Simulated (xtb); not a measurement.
CH7FN2Sn, SMILES [CH3][Sn]([NH2])([NH2])[F]. All values are semi-empirical tight-binding results from xtb (GFN2-xTB unless named), good for trends rather than for accurate numbers. Geometry: GFN2-xTB. The structure was generated by enumeration; whether it is a known compound was not checked. Other conformers were not sampled.

A frequency run showed that this geometry is not a minimum.

For metal compounds this method's bond lengths and energies can be far off.

Computed properties:
```json
{
 "orbital_gap": "3.70 eV"
}
```
